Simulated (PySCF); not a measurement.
Can point charges reproduce the dipole moment of `CC[SiH2]O[SiH2]C`?

Coordinates (GFN2-xTB, Å) and charges (e) from the PBE0/pcSseg-1 density (PySCF):

| atom | x | y | z | Mulliken | IAO | Hirshfeld | ESP-fitted |
| --- | --- | --- | --- | --- | --- | --- | --- |
| C1 | -3.120 | -0.093 | 0.734 | -0.2991 | -0.4117 | -0.1173 | -0.2768 |
| C2 | -1.708 | -0.479 | 0.306 | -0.5894 | -0.5586 | -0.1602 | -0.0438 |
| Si3 | -0.686 | 1.012 | -0.282 | +0.8824 | +1.0223 | +0.4078 | +0.5738 |
| O4 | 0.759 | 0.496 | -0.799 | -0.7163 | -0.8863 | -0.3042 | -0.5089 |
| Si5 | 2.285 | -0.032 | -0.958 | +0.8714 | +1.0326 | +0.4159 | +0.7759 |
| C6 | 2.987 | -0.484 | 0.745 | -0.6545 | -0.7441 | -0.2169 | -0.6168 |
| H7 | -3.089 | 0.632 | 1.545 | +0.1135 | +0.1360 | +0.0381 | +0.0622 |
| H8 | -3.680 | -0.962 | 1.075 | +0.1211 | +0.1425 | +0.0412 | +0.0781 |
| H9 | -3.661 | 0.356 | -0.096 | +0.1147 | +0.1372 | +0.0387 | +0.0698 |
| H10 | -1.771 | -1.225 | -0.490 | +0.1404 | +0.1464 | +0.0399 | +0.0271 |
| H11 | -1.207 | -0.970 | 1.144 | +0.1375 | +0.1434 | +0.0384 | +0.0338 |
| H12 | -1.289 | 1.663 | -1.447 | -0.1294 | -0.1545 | -0.0868 | -0.1372 |
| H13 | -0.457 | 1.956 | 0.817 | -0.1346 | -0.1618 | -0.0891 | -0.1350 |
| H14 | 3.027 | 1.073 | -1.569 | -0.1335 | -0.1576 | -0.0877 | -0.1644 |
| H15 | 2.203 | -1.204 | -1.832 | -0.1368 | -0.1571 | -0.0882 | -0.1773 |
| H16 | 2.428 | -1.297 | 1.201 | +0.1378 | +0.1560 | +0.0432 | +0.1420 |
| H17 | 4.024 | -0.798 | 0.674 | +0.1356 | +0.1577 | +0.0431 | +0.1443 |
| H18 | 2.946 | 0.363 | 1.426 | +0.1393 | +0.1575 | +0.0440 | +0.1531 |

Form Σ q r in debye for every column and set it beside the full dipole.

The full density gives (-0.03, -0.64, 0.86) D, 1.08 D in size; dipole vectors point from the negative to the positive end.

| scheme | μx | μy | μz | size (D) | share of the full size (%) | angle to the full dipole (°) |
| --- | --- | --- | --- | --- | --- | --- |
| Mulliken | 0.04 | 0.64 | -0.11 | 0.65 | 61 | 136 |
| IAO | 0.23 | 0.40 | -0.05 | 0.46 | 43 | 127 |
| Hirshfeld | 0.02 | -0.13 | 0.25 | 0.29 | 27 | 10 |
| ESP-fitted | -0.04 | -0.61 | 0.87 | 1.07 | 99 | 2 |

Which set comes closest?

Length of the difference vector: ESP-fitted 0.03 D, Hirshfeld 0.80 D, IAO 1.41 D, Mulliken 1.61 D. Closest: ESP-fitted. 

What is left for the Hirshfeld atoms' own dipoles?

The Hirshfeld atoms' densities add up to the full density, so μ = Σ q r + Σ (atomic dipoles). The atomic dipoles sum to (-0.03, -0.64, 0.86) − (0.02, -0.13, 0.25) = (-0.05, -0.51, 0.61) D, 0.80 D in size.

With the origin at the mean of the coordinates, (0.000, 0.000, 0.122) Å, which are the largest single terms, by size, of the IAO dipole along the direction of the full one?

Si5 -4.52, O4 +4.49, Si3 -4.46, C6 -2.52, H12 +1.64 D; all 18 atoms together -0.28 D. The single terms depend on the origin, their sum doesn't.

Give the size of the full dipole in other units.

1.08 D = 0.423 au = 0.224 e·Å = 3.59 × 10⁻³⁰ C·m.

One conformer (not necessarily the lowest) at the GFN2-xTB geometry, without solvent, vibrations or thermal averaging.

These values come from a run that also computed NMR shieldings. Time: 44 s (with the writing of density and orbital grids); peak memory 0.80 GiB. Hardware: one thread of an Arm Neoverse N1 (shared host).

Shape of the structure used: `[CH3:1][CH2:2][SiH2:3][O:4][SiH2:5][CH3:6]`: C1–C2–Si3–O4 -177°.
